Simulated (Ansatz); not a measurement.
Abridged output of a molecular run in Ansatz:

```
Functional definition: HF
  name "HF"
  cite "Fock, Z. Phys. 61, 126 (1930) doi:10.1007/BF01340294"
  parent pbe
  exchange = exact_x
  correlation = 0
1233 factors; integrals over basis functions are off by at most 1.2e-3 eV
mean field evaluation 1: about -74678.7899 eV, gradient 5.2e1 eV
mean field evaluation 2: about -74678.8402 eV, gradient 5.2e1 eV
mean field evaluation 4: about -74684.8475 eV, gradient 5.3e0 eV
mean field evaluation 8: about -74684.9594 eV, gradient 4.8e-1 eV
mean field -74684.96161517 eV, -2744.6217160725 hartree, gradient 1.4e-6 eV, S^2 0.000000; 0 other end points of the search recorded, 0 dependent functions left out
20 core orbitals not correlated: weight in the atoms' cores, before any rotation towards them, 1.000 or more for the frozen orbitals, at most 0.000 for the correlated occupied ones
reference -74684.96161517 eV, -2744.6217160725 hartree; 24, 24 occupied and 75, 75 virtual orbitals, 1233 factors
second order -20.68564567 eV of doubles, -0.00000000 eV of singles
cycle   1  -20.36403149 eV  change    3.2e-1 eV  update   1.4e-1
cycle   2  -20.97203985 eV  change   -6.1e-1 eV  update   4.8e-2
cycle   3  -21.14757597 eV  change   -1.8e-1 eV  update   2.7e-2
cycle   4  -21.13598105 eV  change    1.2e-2 eV  update   7.9e-3
cycle   5  -21.13112501 eV  change    4.9e-3 eV  update   3.6e-3
cycle   6  -21.13276434 eV  change   -1.6e-3 eV  update   1.3e-3
cycle   7  -21.13220931 eV  change    5.6e-4 eV  update   4.8e-4
cycle   8  -21.13203657 eV  change    1.7e-4 eV  update   1.8e-4
cycle   9  -21.13211076 eV  change   -7.4e-5 eV  update   7.3e-5
cycle  10  -21.13211190 eV  change   -1.1e-6 eV  update   3.0e-5
perturbative correction -0.67875364 eV, -0.0249437363 hartree
Total energy: -74706.77248072 eV, -2745.4232505973 hartree
```

Its atoms:

Cartesian coordinates in Å:
```
N -1.299 1.016 0.691
Ge -0.172 -0.366 0.324
I -1.718 -2.375 0.160
O 0.750 -0.063 -1.290
Al 2.086 -0.406 -0.297
H -2.274 0.824 0.511
H -1.027 1.894 0.271
H 3.654 -0.524 -0.369
```

Task: Which basis set was used?
A. cc-pV(Q+d)Z
B. cc-pV(T+d)Z
C. def2-TZVPP
D. def2-SVP

Result: D. It gives 119 functions.

Task: Write the keys of the input that set method, charge and spin (a neutral closed shell needs none for the last two).

Result: 
```yaml
correlation: {method: ccsd_t}
```
